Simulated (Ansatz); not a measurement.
`F[C@H](Cl)[Si@@H]1CO1` + HI → `I[SiH]1CO1` + `FCCl` at 600 K and 1 bar (ligand exchange at the Si–C bond).

Computed with Ansatz on PBE0-D4/def2-TZVP structures; ΔE is electronic, products minus reactants. CBS: MP2 limit from def2 TZ/QZ plus the TZ coupled-cluster correction, frozen cores. This one scheme is used for every species. def2 core potentials past Kr. For I outer-core shells are correlated without core-valence functions, which leaves a few kJ/mol of doubt a bond. One conformer a species, not always the lowest.

```tsv
species	CCSD(T)/CBS energy (Eh)	H − E (kJ/mol)	S (J/(mol·K))
`F[C@H](Cl)[Si@@H]1CO1`	-1002.29729	220.4	449.8
HI	-298.03592	31.6	227.0
`I[SiH]1CO1`	-701.56659	149.8	383.3
`FCCl`	-598.81139	110.6	304.1
```

H − E and S are ideal-gas, rigid-rotor, harmonic terms from PBE0-D4/def2-TZVP, for one conformer and one mirror image of each species. 1 Eh = 2625.50 kJ/mol, R = 8.31446 J/(mol·K).

Question: By hand: ΔE, ΔH, ΔS and ΔG.

Answer: ΔE = (-701.56659) + (-598.81139) − (-1002.29729) − (-298.03592) = -0.04477 Eh = -117.5 kJ/mol. Δ(H − E) = 149.8 + 110.6 − 220.4 − 31.6 = 8.4, so ΔH = -109.1 kJ/mol. ΔS = 383.3 + 304.1 − 449.8 − 227.0 = 10.6 J/(mol·K). ΔG = -109.1 − 600 × (10.6)/1000 = -115.5 kJ/mol.

Question: By hand: the equilibrium constant, and the temperature at which ΔG would vanish if ΔH and ΔS stayed fixed.

Answer: log₁₀ K = −ΔG/(RT ln 10) = 10.1. ΔH and −TΔS have one sign here, so there is no such temperature.

The number of gas molecules stays the same, so ΔS is small and ΔH decides. A doubt of 5 kJ/mol in ΔE shifts log₁₀ K by 0.4 here. Other conformers and mirror images would add mixing entropy, several J/(mol·K) or more a flexible species. Modes under 60 cm⁻¹, often nearly free rotors, make the harmonic entropy too high. These are equilibria of isolated gas molecules and say nothing of rates. Largest T1 diagnostic: 0.013 (customary marks: 0.02 for closed shells, 0.045 for open ones).

ΔS is within the doubt of such terms, so its sign, and with it that verdict, could turn.
